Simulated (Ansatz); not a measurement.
`OC1=C([SiH2]Cl)C1` + CH₄ → `C[SiH2]Cl` + `OC1=CC1` at 700 K and 1 bar (formal exchange of groups at the Si–C bond).

Program: Ansatz. Geometries: PBE0-D4/def2-TZVP. ΔE: electronic, gas phase. CBS: MP2 limit from def2 TZ/QZ plus the TZ coupled-cluster correction, frozen cores. This one scheme is used for every species. One conformer a species, not always the lowest.

```csv
species,CCSD(T)/CBS energy (Eh),H − E (kJ/mol),S (J/(mol·K))
`OC1=C([SiH2]Cl)C1`,-941.15758,272.7,493.4
CH₄,-40.46206,145.9,224.0
`C[SiH2]Cl`,-789.97638,201.9,383.2
`OC1=CC1`,-191.62882,214.2,352.9
```

H − E and S are ideal-gas, rigid-rotor, harmonic terms from PBE0-D4/def2-TZVP, for one conformer and one mirror image of each species. 1 Eh = 2625.50 kJ/mol, R = 8.31446 J/(mol·K).

**Question.** By hand: ΔE, ΔH, ΔS and ΔG.

**Answer.** ΔE = (-789.97638) + (-191.62882) − (-941.15758) − (-40.46206) = 0.01444 Eh = 37.9 kJ/mol. Δ(H − E) = 201.9 + 214.2 − 272.7 − 145.9 = -2.5, so ΔH = 35.4 kJ/mol. ΔS = 383.2 + 352.9 − 493.4 − 224.0 = 18.7 J/(mol·K). ΔG = 35.4 − 700 × (18.7)/1000 = 22.3 kJ/mol.

**Question.** By hand: the equilibrium constant, and the temperature at which ΔG would vanish if ΔH and ΔS stayed fixed.

**Answer.** log₁₀ K = −ΔG/(RT ln 10) = -1.7. ΔG = 0 at ΔH/ΔS = 1893 K, though so small a ΔS makes that figure unsure.

TΔS isn't small against ΔH here. A doubt of 5 kJ/mol in ΔE shifts log₁₀ K by 0.4 here. Other conformers and mirror images would add mixing entropy, several J/(mol·K) or more a flexible species. Modes under 60 cm⁻¹, often nearly free rotors, make the harmonic entropy too high. These are equilibria of isolated gas molecules and say nothing of rates. Largest T1 diagnostic: 0.012 (customary marks: 0.02 for closed shells, 0.045 for open ones).
